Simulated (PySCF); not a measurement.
Nuclear quadrupole coupling in `CS(=O)(=O)c1ccc(Cl)s1`

Compound: C₅H₅ClO₂S₂.
Z-matrix (Å and degrees, GFN2-xTB geometry), rows numbered from 1:
```
C 
S   1  1.8118
O   2  1.4341  1  109.32
O   2  1.4335  1  108.87  3   131.18
C   2  1.7821  1  102.84  3  -113.61
C   5  1.3591  2  126.88  1   115.95
C   6  1.4105  5  112.84  2  -179.68
C   7  1.3636  6  111.98  5     0.02
Cl  8  1.7027  7  126.62  6   179.40
S   5  1.7221  2  120.46  1   -64.11
H   1  1.0823  2  108.07  3   179.08
H   1  1.0829  2  107.75  3   -61.40
H   1  1.0821  2  107.98  3    57.99
H   6  1.0742  5  122.18  2     0.57
H   7  1.0740  6  124.38  5  -179.96
```

Field gradients from the PBE0/pcSseg-1 density (PySCF, non-relativistic), principal values in atomic units, ordered |Vxx| ≤ |Vyy| ≤ |Vzz|:

```
atom      Vxx      Vyy     Vzz
  S2  -0.0344  -0.3138  0.3482
  O3  -0.5901  -0.7491  1.3391
  O4  -0.5639  -0.7599  1.3238
 Cl9  -1.9709  -2.1779  4.1488
 S10  -0.3024  -1.7151  2.0174
```

**Question.** Find the asymmetry η = (Vxx − Vyy)/Vzz and the couplings χ = eQV/h (234.96 MHz × Q in barn × V in au), with Q(33S) = −0.0678 b, Q(17O) = −0.0256 b, Q(35Cl) = −0.0817 b.

**Answer.** 
| atom | environment | nucleus | η | χzz (MHz) | χxx (MHz) | χyy (MHz) |
| --- | --- | --- | --- | --- | --- | --- |
| S2 | sulfonyl sulfur | 33S | 0.80 | -5.55 | 0.55 | 5.00 |
| O3 | sulfonyl oxygen | 17O | 0.12 | -8.06 | 3.55 | 4.51 |
| O4 | sulfonyl oxygen | 17O | 0.15 | -7.96 | 3.39 | 4.57 |
| Cl9 | aryl chlorine | 35Cl | 0.05 | -79.64 | 37.83 | 41.81 |
| S10 | thiophene-type sulfur | 33S | 0.70 | -32.14 | 4.82 | 27.32 |

**Question.** What is Vzz at S10 in SI units (1 au = 9.71736 × 10²¹ V/m²)?

**Answer.** 2.0174 au = 19.604 × 10²¹ V/m².

**Question.** What couplings would deuterons (Q(2H) = 0.00286 b) have in place of the hydrogens, at this geometry?

**Answer.** 
| atom | bonded to | bond length (Å) | Vzz (au) | η | χzz (kHz) |
| --- | --- | --- | --- | --- | --- |
| H11 | C1 | 1.082 | 0.3175 | 0.05 | 213 |
| H12 | C1 | 1.083 | 0.3183 | 0.04 | 214 |
| H13 | C1 | 1.082 | 0.3177 | 0.04 | 214 |
| H14 | C6 | 1.074 | 0.3338 | 0.05 | 224 |
| H15 | C7 | 1.074 | 0.3382 | 0.07 | 227 |

The structure is a single GFN2-xTB conformer in the gas phase; no vibrational or solvent corrections. GFN2-xTB bond lengths can be off by several hundredths of an ångström, more for odd bonds, and the gradients follow them. The basis is small and wasn't made for field gradients, so the couplings can be 20 % off.
